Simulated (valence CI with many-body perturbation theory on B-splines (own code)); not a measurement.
**Sm31+: fill in the table**

Calculated by configuration interaction combined with many-body perturbation theory (CI+MBPT): three valence electrons over a frozen Dirac-Fock core [Ar] 3d10, radial functions for each j: 11 s, 11 p, 9 d, 7 f, 5 g, 2 h, 1 i, with the one-electron correlation potential Σ1, the two-electron term Σ2, the three-electron term Σ3, Breit, model QED; selected CI, second order for the rest (own B-spline code, finite nucleus).

The last digits are not significant, and no measured levels were compared; by estimate large intervals hold to a few tenths of a per cent, small ones and those within an open d or f shell to about a per cent.

```csv
Level,E (cm⁻¹)
(4s^2 4p1/2) J=1/2,0
(4s^2 4p3/2) J=3/2,303930
(4s 4p1/2^2) J=1/2,?
(4s 4p1/2 4p3/2) J=3/2 [a],?
(4s 4p1/2 4p3/2) J=5/2,826080
(4s 4p1/2 4p3/2) J=3/2 [b],898830
(4s 4p1/2 4p3/2) J=1/2,924510
(4s 4p3/2^2) J=5/2,?
(4s 4p3/2^2) J=3/2,?
(4s 4p3/2^2) J=1/2,1229000
(4s^2 4d3/2) J=3/2,?
(4s^2 4d5/2) J=5/2,1333700
(4p1/2^2 4p3/2) J=3/2,1458700
(4s 4p1/2 4d3/2) J=3/2 [a],1683000
(4s 4p1/2 4d3/2) J=5/2,1698500
(4p1/2 4p3/2^2) J=3/2,1716400
(4p1/2 4p3/2^2) J=5/2,1747400
(4p1/2 4p3/2^2) J=1/2,1799000
(4s 4p1/2 4d3/2) J=3/2 [b],1803100
(4s 4p1/2 4d3/2) J=1/2,?
```

Levels are named by their leading jj configuration (3d3/2^4 stands for four electrons in 3d with j = 3/2), which in mixed levels can hold well under half, so a name can repeat and another be missing. Letters in brackets count levels of one name in rising energy.

Problem. The levels stand in rising order. What does the calculation give for the missing energies?

Solution. (4s 4p1/2^2) J=1/2 544580; (4s 4p1/2 4p3/2) J=3/2 [a] 777770; (4s 4p3/2^2) J=5/2 1106100; (4s 4p3/2^2) J=3/2 1217700; (4s^2 4d3/2) J=3/2 1291400; (4s 4p1/2 4d3/2) J=1/2 1803500.
